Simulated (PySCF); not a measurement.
BeCl, SMILES [Cl][Be], multiplicity 2.

Geometry: PBE0-D3(BJ)/def2-TZVPD. The multiplicity is an assumed one; other spin states were not compared.

Calculation: PBE0-D3(BJ)/def2-TZVPD (PySCF).

Frequencies are harmonic and unscaled.

Computed normal modes with their intensities:
```csv
mode,ν (cm⁻¹),IR (km/mol),moving atoms (share of kinetic energy)
1,830,130.9,"Be 80 %, Cl 20 %"
```
